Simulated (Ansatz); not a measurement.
`N#CN[SiH2]O`, 9 atoms. The species carries charge 0 and has multiplicity 1. All runs use 2 threads of an AMD EPYC 9R45 on a shared host. Correlated methods freeze the cores.

**Question.** Give the basis size and wall time and peak host memory of each of these runs in Ansatz. RKS PBE0-D4/def2-TZVPP energy; direct RPA on PBE orbitals/def2-TZVPP energy; RKS PBE0-D4/def2-TZVP relaxation (11 steps); RHF-MP2/def2-QZVPP energy; RHF-CCSD(T)/def2-TZVPP energy; RKS PBE0-D4/def2-TZVP frequencies; RKS r2SCAN-D4/def2-TZVPP energy and forces; RKS ωB97M-V/def2-QZVPP energy; RHF-CCSD(T)/def2-SVP energy; RKS PBE0-D4/def2-QZVPP energy; RKS CAM-B3LYP-D4/def2-TZVPP energy; RKS PBE0-D4/def2-SVP energy. (An estimate is asked.)

**Answer.** Ansatz gave: Other jobs shared the machine, so times are rough.

```tsv
level	job	functions	wall time	peak host memory (GiB)
RKS PBE0-D4/def2-SVP	energy	94	0.5 s	0.19
RKS PBE0-D4/def2-TZVPP	energy	222	1.4 s	0.46
RKS CAM-B3LYP-D4/def2-TZVPP	energy	222	1.8 s	0.53
RKS r2SCAN-D4/def2-TZVPP	energy and forces	222	2 s	0.28
RHF-CCSD(T)/def2-SVP	energy	94	2.1 s	0.37
direct RPA on PBE orbitals/def2-TZVPP	energy	222	2.3 s	0.49
RKS PBE0-D4/def2-QZVPP	energy	418	3.8 s	1.1
RKS ωB97M-V/def2-QZVPP	energy	418	8 s	1.4
RHF-MP2/def2-QZVPP	energy	418	9.5 s	2
RKS PBE0-D4/def2-TZVP	relaxation (11 steps)	185	19 s	0.42
RHF-CCSD(T)/def2-TZVPP	energy	222	43 s	3.6
RKS PBE0-D4/def2-TZVP	frequencies	185	65 s	0.43
```
